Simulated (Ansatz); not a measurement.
```yaml
crystal:
  periodic: [false, false, false]
  atoms:
    - {symbol: Cu, position_ang: [-0.053970, 0.322261, -0.992063]}
    - {symbol: S, position_ang: [1.975518, 0.411741, -0.292016]}
    - {symbol: Cu, position_ang: [0.275636, -1.085823, 0.700550]}
    - {symbol: S, position_ang: [-1.619537, -1.217661, -0.263371]}
    - {symbol: H, position_ang: [1.736178, 1.577226, 0.442693]}
    - {symbol: H, position_ang: [-2.254810, -0.178225, 0.401263]}
basis:
  gaussian: {orbitals: "6-31G*", point_charges: [{charge: 0.50, position_ang: [6.260, 0.491, -0.303]}]}
total_charge: 1
magnetization: {spin_polarized: true, initial_magnetization: 1}
hamiltonian: {xc: {name: HSE06}}
scf: {lower_state_search: full}
output: {forces: true}
```

```sh
$ ansatz run in.yaml --threads 4 --pin off --events-out ev --progress --plain --max-ram 3916MiB
```

Shortened log:

```
Functional definition: HSE06
1048 factors; integrals over basis functions are off by at most 7.1e-4 eV
82 factors; integrals over basis functions are off by at most 9.4e-6 eV
mean field evaluation 1: about -110919.9849 eV, gradient 8.9e1 eV
mean field evaluation 2: about -110920.1981 eV, gradient 8.9e1 eV
mean field evaluation 4: about -110937.8987 eV, gradient 1.4e1 eV
mean field evaluation 8: about -110939.6058 eV, gradient 4.3e0 eV
mean field evaluation 16: about -110939.6921 eV, gradient 3.3e-1 eV
mean field evaluation 32: about -110939.8253 eV, gradient 1.0e-5 eV
mean field evaluation 64: about -110924.6250 eV, gradient 5.9e1 eV
mean field evaluation 96: about -110931.5436 eV, gradient 6.1e0 eV
mean field evaluation 128: about -110920.6847 eV, gradient 2.5e1 eV
mean field evaluation 160: about -110939.6934 eV, gradient 1.0e0 eV
mean field evaluation 192: about -110938.1864 eV, gradient 6.5e0 eV
mean field -110939.82529666 eV, -4076.9633819380 hartree, gradient 2.6e-6 eV, S^2 0.761292; 11 other end points of the search recorded, 0 dependent functions left out
reference -110939.82534302 eV, -4076.9633836417 hartree; 46, 45 occupied and 68, 69 virtual orbitals, 1048 factors
Total energy: -110939.82534302 eV, -4076.9633836417 hartree
Atom 0 at    -0.053970     0.322261    -0.992063 Å, force    -0.359093    -0.813034    -0.158379 eV/Å
Atom 1 at     1.975518     0.411741    -0.292016 Å, force    -0.719052     0.734485     1.033704 eV/Å
Atom 2 at     0.275636    -1.085823     0.700550 Å, force     0.775627     0.562016    -0.305910 eV/Å
Atom 3 at    -1.619537    -1.217661    -0.263371 Å, force    -0.375625     1.291260     0.130096 eV/Å
Atom 4 at     1.736178     1.577226     0.442693 Å, force     0.442295    -0.925453    -0.439009 eV/Å
Atom 5 at    -2.254810    -0.178225     0.401263 Å, force     0.112833    -0.858030    -0.240713 eV/Å
Dipole moment:    -0.389372     0.236987     0.322360 e Å
```

Hardware: 4 threads of Arm Neoverse V1 on a shared host. Wall time 33 s, peak host memory 0.77 GiB.

The 6-31G sets use Cartesian d functions. HSE06 is defined as in plane-wave codes, on full-range PBE exchange.

The dipole of an ion depends on the origin.
